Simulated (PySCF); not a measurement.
PySCF input:

```python
from pyscf import gto, scf, mp, cc as ccmod

mol = gto.M(
    atom='''
    C    -2.42378440    0.00527456    0.16041090
    C    -1.07798555    0.30311103    0.19688414
    C     0.02692804   -0.53967825    0.33311347
    Cl    1.62681265    0.10845838   -0.28493447
    H    -3.16491006    0.78839470    0.26682218
    H    -2.78352010   -1.01914476    0.18235962
    H    -0.82792627    1.36565531    0.17773636
    H    -0.03040735   -1.59094188    0.07451663
    ''',
    basis='cc-pvdz',
    charge=-1,
    spin=0,
    verbose=4,
)

mf = scf.RHF(mol)
mf.conv_tol = 1e-10
mf.max_cycle = 100
mf.kernel()
mp2 = mp.MP2(mf, frozen=8).run()
cc = ccmod.CCSD(mf, frozen=8)
cc.max_cycle = 100
cc.kernel()
et = cc.ccsd_t()
print(f'E(CCSD(T)) = {cc.e_tot + et:.9f}')
```

Task: What final total energy does it print?

Result: -575.97281 Eh (CCSD(T)/cc-pVDZ).

It need not be the lowest isomer of its formula. Whether it binds its extra electron was not tested at this geometry.
